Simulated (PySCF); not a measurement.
Al(Cl)(F)(NHMe) (CH₄AlClFN), SMILES [F][Al]([Cl])[NH]C. Coordinates come from a PBE-D3(BJ)/def2-SVP optimisation. The structure was generated by enumeration; whether it is a known compound was not checked. One conformer was computed; it need not be the lowest.

Computed equilibrium geometry at PBE-D3(BJ)/def2-SVP (PySCF confirms it by a frequency run) as a Z-matrix, and its point group (one conformer of several):
point group Cs.
```
N
H 1 1.0238
C 1 1.4556 2 112.99
H 3 1.1086 1 110.07 2 180.00
H 3 1.1140 4 106.94 1 122.64
H 3 1.1140 4 106.94 5 114.72
Al 1 1.7686 2 118.94 3 180.00
F 7 1.6731 1 119.70 2 180.00
Cl 7 2.1002 8 119.54 1 180.00
```
